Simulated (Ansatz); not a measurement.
Relaxation of ClFH2OZn (6 atoms, charge 0, multiplicity 1), to a largest force component of 0.03 eV/Å in at most 50 steps.

These are results of RKS BLYP-D4/def2-SVPD in Ansatz, not measurements.

```xyz
6
Properties=species:S:1:pos:R:3:forces:R:3
Zn -0.310 -0.089 0.016 0.19 0.05 -0.24
O -0.273 -0.087 1.813 0.15 0.04 0.30
H -1.097 -0.324 2.276 0.06 0.02 0.01
Cl -0.351 -0.095 -2.118 -0.02 0.00 -0.04
F 2.320 0.647 0.970 0.05 0.02 -0.43
H 1.848 0.502 1.764 -0.44 -0.12 0.40
```

Where does it end, and by what steps?

The run converged. After 7 steps the energy has fallen by 0.204 eV; H6 moved furthest, 0.46 Å.

```tsv
step	energy less start (eV)	largest force component (eV/Å)	accepted
0	0.0000	0.440	yes
1	-0.1121	0.502	yes
2	-0.1752	0.379	yes
3	-0.1330	2.100	no
4	-0.1939	0.207	yes
5	-0.1996	0.089	yes
6	-0.2035	0.061	yes
7	-0.2041	0.027	yes
```

```xyz
6
Properties=species:S:1:pos:R:3
Zn -0.034 -0.013 -0.006
O -0.100 -0.039 1.836
H -0.865 -0.260 2.387
Cl -0.294 -0.077 -2.130
F 2.024 0.559 0.942
H 1.404 0.384 1.691
```

Run time: 15 s on 4 threads of Arm Neoverse V1, on a shared host, peak memory 0.18 GiB.
